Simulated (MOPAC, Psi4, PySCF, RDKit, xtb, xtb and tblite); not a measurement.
Two geometries of SMILES CC(C)[SiH2][SiH2]N (C₃H₁₃NSi₂), singlet, relaxed at GFN2-xTB with one dihedral held; other torsions can differ between them too.

Structure A

```
19

C     -1.8187    -1.2181     0.1810
C     -1.4412     0.1504    -0.3767
C     -1.6734     1.2296     0.6758
Si     0.3668     0.1737    -1.0017
Si     1.8478    -0.1956     0.7280
N      3.3158    -0.7128    -0.0172
H     -1.1980    -1.4668     1.0406
H     -1.6857    -1.9925    -0.5717
H     -2.8603    -1.2329     0.5026
H     -2.1056     0.3609    -1.2217
H     -1.4365     2.2145     0.2783
H     -1.0474     1.0538     1.5498
H     -2.7136     1.2373     1.0023
H      0.5608     1.4826    -1.6575
H      0.4437    -0.8049    -2.0997
H      1.5381    -1.3031     1.6426
H      2.0178     0.9857     1.6041
H      3.6736    -0.1970    -0.8042
H      4.0825    -1.0040     0.5678
```

Structure B

```
19

C     -1.8194    -1.2146     0.2058
C     -1.4518     0.1447    -0.3811
C     -1.6966     1.2461     0.6455
Si     0.3628     0.1581    -0.9893
Si     1.8468    -0.2486     0.7291
N      2.2984    -1.9115     0.6165
H     -1.1836    -1.4480     1.0585
H     -1.6955    -2.0014    -0.5357
H     -2.8564    -1.2255     0.5423
H     -2.1130     0.3325    -1.2343
H     -1.4634     2.2235     0.2276
H     -1.0756     1.0952     1.5272
H     -2.7389     1.2540     0.9653
H      0.5856     1.4707    -1.6208
H      0.4426    -0.8116    -2.0982
H      1.3207    -0.1508     2.0981
H      2.9975     0.6788     0.6922
H      2.5435    -2.2927    -0.2827
H      2.9039    -2.3009     1.3214
```

Task: Which is lower in energy at the level PBE0-D3(BJ)/def2-SVP // GFN2-xTB (Psi4 1.11), and by how much?

Result: B is lower, by 0.54 kcal/mol (dihedral C2–Si4–Si5–N6: 160° in A, 100° in B).

E(B) − E(A) in kcal/mol at the other levels, on the same two geometries: GFN2-xTB (xtb and tblite) 0.13; MMFF94 // GFN2-xTB (RDKit) 0.29; PBE0/def2-SVP // GFN2-xTB (Psi4) -0.46; PBE/def2-SVP // GFN2-xTB (Psi4) -0.46; PBE-D3(BJ)/def2-SVP // GFN2-xTB (Psi4) -0.55; UFF // GFN2-xTB (RDKit) 0.31; AM1, restricted, heats of formation // GFN2-xTB (MOPAC) -0.34; PM6, restricted, heats of formation // GFN2-xTB (MOPAC) -0.01; GFN1-xTB // GFN2-xTB (xtb) 0.01; restricted B3LYP/6-31G*, spherical d, density fitting // GFN2-xTB (PySCF) -0.43; restricted Hartree-Fock/STO-3G // GFN2-xTB (PySCF) -0.42; restricted B3LYP/6-311+G**, spherical d, density fitting // GFN2-xTB (PySCF) -0.48; restricted MP2 (frozen core)/3-21G // GFN2-xTB (PySCF) -0.41.
